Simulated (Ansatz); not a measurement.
`[O]I` radical, relaxed with UKS PBE0-D4/def2-TZVP in Ansatz from a GFN2-xTB geometry. The force threshold is 0.005 eV/Å; the program also tests the step.

Charge 0, multiplicity 2. I: def2 effective core potential.

Start:

```xyz
2

O    -0.197   -0.857   -0.233
I     0.197    0.857    0.233
```

| step | energy (eV) | largest force (eV/Å) | largest move (Å) |
| --- | --- | --- | --- |
| 1 | -10144.4853 | 1.188 | 0.000 |
| 2 | -10144.5146 | 0.304 | 0.017 |
| 3 | -10144.5170 | 0.009 | 0.006 |
| 4 | -10144.5170 | 0.003 | 0.000 |

End:

```xyz
2

O    -0.202   -0.879   -0.239
I     0.202    0.879    0.239
```

It took 7 s on 2 threads of an AMD EPYC 7R13 on a shared host, with 0.18 GiB of host memory at the peak.
